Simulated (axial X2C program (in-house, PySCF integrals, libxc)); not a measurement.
**Which molecule gave these maps?**

PBE0 fields computed with an in-house all-electron X2C program for linear molecules (integrals from PySCF), two-component, near the equilibrium distance, one atom at z = 0.

The maps cover the half plane through the axis: z from -2.4 to 4.2 Å along the bond, ρ from 0.15 to 2.25 Å away from it.

log10 of the density in e/bohr³:

```
 ρ\z  -2.4  -1.8  -1.2  -0.6   0.0   0.6   1.2   1.8   2.4   3.0   3.6   4.2
0.15  -3.2  -2.2  -1.3  -0.2   1.8  -0.2  -1.1  -0.4   1.4  -0.4  -2.1  -3.2
0.45  -3.2  -2.3  -1.4  -0.6   0.4  -0.6  -1.2  -0.7   0.2  -0.7  -2.1  -3.3
0.75  -3.4  -2.4  -1.6  -1.0  -0.6  -1.0  -1.3  -1.2  -0.8  -1.3  -2.3  -3.4
1.05  -3.5  -2.7  -1.9  -1.3  -1.1  -1.3  -1.6  -1.6  -1.5  -1.8  -2.6  -3.5
1.35  -3.7  -2.9  -2.2  -1.7  -1.6  -1.7  -1.9  -2.0  -2.1  -2.3  -2.9  -3.7
1.65  -4.0  -3.2  -2.6  -2.1  -2.0  -2.1  -2.3  -2.4  -2.6  -2.8  -3.3  -4.0
1.95  -4.3  -3.6  -3.0  -2.6  -2.4  -2.5  -2.7  -2.8  -3.0  -3.3  -3.7  -4.3
2.25  -4.6  -3.9  -3.4  -3.0  -2.9  -2.9  -3.1  -3.3  -3.4  -3.7  -4.1  -4.7
```

Electron localisation function (collinear form, no current term, damped to 0 at low density):

```
 ρ\z  -2.4  -1.8  -1.2  -0.6   0.0   0.6   1.2   1.8   2.4   3.0   3.6   4.2
0.15  0.15  0.72  0.77  0.47  0.77  0.47  0.56  0.40  0.58  0.44  0.02  0.00
0.45  0.12  0.69  0.80  0.29  0.76  0.26  0.61  0.34  0.73  0.39  0.03  0.00
0.75  0.08  0.61  0.82  0.41  0.29  0.33  0.65  0.24  0.29  0.22  0.05  0.01
1.05  0.04  0.49  0.80  0.73  0.51  0.61  0.64  0.23  0.10  0.12  0.05  0.01
1.35  0.01  0.31  0.70  0.80  0.74  0.67  0.55  0.23  0.07  0.07  0.04  0.00
1.65  0.00  0.14  0.53  0.71  0.69  0.57  0.40  0.18  0.05  0.04  0.02  0.00
1.95  0.00  0.03  0.28  0.50  0.51  0.38  0.23  0.11  0.04  0.02  0.01  0.00
2.25  0.00  0.00  0.08  0.24  0.26  0.18  0.09  0.04  0.02  0.01  0.00  0.00
```

Axial spin density in 10⁻³ e/bohr³:

```
 ρ\z  -2.4  -1.8  -1.2  -0.6   0.0   0.6   1.2    1.8    2.4    3.0  3.6  4.2
0.15  -0.1  -0.6  -3.2  -1.3  68.0  -0.5  -4.1  123.4  863.0  120.5  3.9  0.1
0.45   0.0  -0.3  -0.6   5.0   5.2   5.6  -3.5   14.9  277.2   24.6  1.8  0.1
0.75   0.0   0.0   1.8  15.3  21.7  15.5  -0.9    1.1   51.5    7.0  0.6  0.0
1.05   0.0   0.2   2.4  14.2  26.7  14.4   1.2    1.2   12.3    3.3  0.2  0.0
1.35   0.0   0.2   1.8   8.2  14.6   8.5   1.6    1.0    3.6    1.5  0.2  0.0
1.65   0.0   0.1   1.0   3.8   6.3   4.0   1.1    0.6    1.1    0.6  0.1  0.0
1.95   0.0   0.1   0.5   1.6   2.4   1.7   0.6    0.3    0.4    0.2  0.1  0.0
2.25   0.0   0.1   0.2   0.6   0.9   0.7   0.3    0.1    0.1    0.1  0.0  0.0
```

Task: Which molecule is it?
A. SrFe
B. WC⁺
C. CoTe⁺
D. SrTe⁺

Result: C. CoTe⁺, with Te at z = 0 and Co at z = 2.393 Å, state Ω = 4 (⟨Sz⟩ = 1.98, ⟨Lz⟩ = 2.02 at PBE0), basis Te dyall-cv3z [11s12p8d4f1g], Co dyall-cv3z [9s10p6d3f2g] (cores contracted in-house). The state is one determinant whose occupation by symmetry is held fixed; it was picked as the lowest of a PBE0 search that is not exhaustive. Density functionals use the spin component along the axis (collinear). PBE0 can misorder states that lie within some tenths of an eV, so this need not be the ground state of the molecule. The nearest other 2c determinant of the search, Ω = 2, lies 0.29 eV up at the distance of the search. The functionals have no current-density term, which raises determinants with orbital currents, atoms included. With several unpaired electrons one determinant need not be a pure state. Open-shell Ω = 0 determinants with evenly filled partner blocks cannot be reached by this program, so the Ω shown need not be the lowest component.
